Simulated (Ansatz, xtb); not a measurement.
## C4H2N2O: 3 structures ranked

3 gas-phase structures of C4H2N2O, from a drawn sample of its isomers (lower ones may exist). Each was relaxed with GFN2-xTB:

A. `N#C[C@@H]1O[C@@H]1C#N`, a singlet
B. `N#C[C@@H]1O[C@H]1C#N`, a singlet
C. `N#CC1(C#N)CO1`, a singlet

Question: Which do you expect lowest at r2SCAN-D4/def2-SVP, and how would the others follow?

Answer: Calculated order at r2SCAN-D4/def2-SVP: B (0.000), A (0.045), C (0.148) eV.

Energies above the lowest of each column, in eV; the last columns are at PBE-D3(BJ)/def2-SVP geometries:

| structure | GFN2-xTB | HF/STO-3G | r2SCAN-D4/def2-SVP | PBE-D3(BJ)/def2-SVP | CCSD(T)/def2-SVP + ΔMP2/def2-TZVPP |
| --- | --- | --- | --- | --- | --- |
| B | 0.000 | 0.000 | 0.000 | 0.000 | 0.000 |
| A | 0.035 | 0.027 | 0.045 | 0.045 | 0.039 |
| C | 0.077 | 0.094 | 0.148 | 0.142 | 0.121 |

Every level run on B puts it lowest or level with the lowest. ΔMP2 is the change of the MP2 energy from the smaller to the larger basis.

Programs: Ansatz 0.2.0, xtb 6.7.1.
